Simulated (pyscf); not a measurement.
•HN–NH₂ -> •HN–NH₂ (hydrogen shift; doublet surface; H–N broken, H–N formed). Optimised with ωB97X-D3(BJ)/def2-SVP in PySCF. MP2 and CC: frozen core, UHF for open shells. ΔMP2 is the change of the MP2 total energy from the triple- to the quadruple-zeta basis. Energies in kJ/mol from the reactant's lowest minimum found.

| level | barrier | reaction energy |
|---|---|---|
| ωB97X-D3(BJ)/def2-TZVP | (withheld) | 0.0 |
| PBE/def2-TZVP | 201.8 | 0.0 |
| B3LYP-D3(BJ)/def2-TZVP | 218.3 | 0.0 |
| PBE0-D3(BJ)/def2-TZVP | 213.8 | 0.0 |
| HF/def2-TZVP | 249.1 | 0.0 |
| CCSD(T)/def2-TZVPP | 206.4 | 0.0 |
| CCSD(T)/def2-TZVPP + ΔMP2(QZVPP) | (withheld) | 0.0 |

**Question.** Complete the blanks.

**Answer.** 
- ωB97X-D3(BJ)/def2-TZVP, barrier: 216.2
- CCSD(T)/def2-TZVPP + ΔMP2(QZVPP), barrier: 208.4

One saddle was located; it need not be the lowest between these sides. The CCSD(T) − MP2 part came from Ansatz, without density fitting, on the same reference.
